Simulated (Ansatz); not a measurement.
Computed with Ansatz on PBE0-D4/def2-TZVP structures; ΔE is electronic, products minus reactants. CCSD(T)/CBS is the MP2 limit (def2-TZVPP, def2-QZVPP) plus CCSD(T) − MP2 in def2-TZVPP, frozen cores. Functionals use def2-TZVPP. B3LYP here is the variant with VWN-RPA as its local correlation; programs differ in this. For Br outer-core shells are correlated without core-valence functions, which leaves a few kJ/mol of doubt a bond. Scalar relativity is left out up to krypton. One conformer a species, not always the lowest.

Reaction (redistribution): `CCB(O)OC` + `ClBBr` → `CCB(O)Br` + `COBCl`

```json
{"level": "PBE-D4", "ΔE (kJ/mol)": "-14.8", "difference from CCSD(T)/CBS": "-0.4"}
{"level": "r2SCAN-D4", "ΔE (kJ/mol)": "-13.7", "difference from CCSD(T)/CBS": "0.7"}
{"level": "PBE0-D4", "ΔE (kJ/mol)": "-14.6", "difference from CCSD(T)/CBS": "-0.2"}
{"level": "ωB97M-V", "ΔE (kJ/mol)": "-15.3", "difference from CCSD(T)/CBS": "-0.9"}
{"level": "B2PLYP", "ΔE (kJ/mol)": "-15.3", "difference from CCSD(T)/CBS": "-0.9"}
{"level": "PBE", "ΔE (kJ/mol)": "-15.4", "difference from CCSD(T)/CBS": "-1.0"}
{"level": "B3LYP", "ΔE (kJ/mol)": "-15.5", "difference from CCSD(T)/CBS": "-1.1"}
{"level": "HF/def2-TZVPP", "ΔE (kJ/mol)": "-15.4", "difference from CCSD(T)/CBS": "-1.0"}
{"level": "CCSD/def2-TZVPP", "ΔE (kJ/mol)": "-13.4", "difference from CCSD(T)/CBS": "1.0"}
{"level": "CCSD(T)/def2-TZVPP", "ΔE (kJ/mol)": "-13.6", "difference from CCSD(T)/CBS": "0.8"}
{"level": "HF/def2-QZVPP", "ΔE (kJ/mol)": "-15.9", "difference from CCSD(T)/CBS": "-1.5"}
{"level": "MP2/def2-QZVPP", "ΔE (kJ/mol)": "-16.0", "difference from CCSD(T)/CBS": "-1.6"}
{"level": "SCS-MP2/def2-QZVPP", "ΔE (kJ/mol)": "-15.8", "difference from CCSD(T)/CBS": "-1.4"}
{"level": "HF/CBS(def2)", "ΔE (kJ/mol)": "-16.0", "difference from CCSD(T)/CBS": "-1.6"}
{"level": "MP2/CBS(def2)", "ΔE (kJ/mol)": "-16.2", "difference from CCSD(T)/CBS": "-1.8"}
{"level": "CCSD/CBS(def2)", "ΔE (kJ/mol)": "-14.3", "difference from CCSD(T)/CBS": "0.1"}
{"level": "CCSD(T)/CBS", "ΔE (kJ/mol)": "-14.4", "difference from CCSD(T)/CBS": "0"}
```

Largest T1 diagnostic among the species: 0.012.
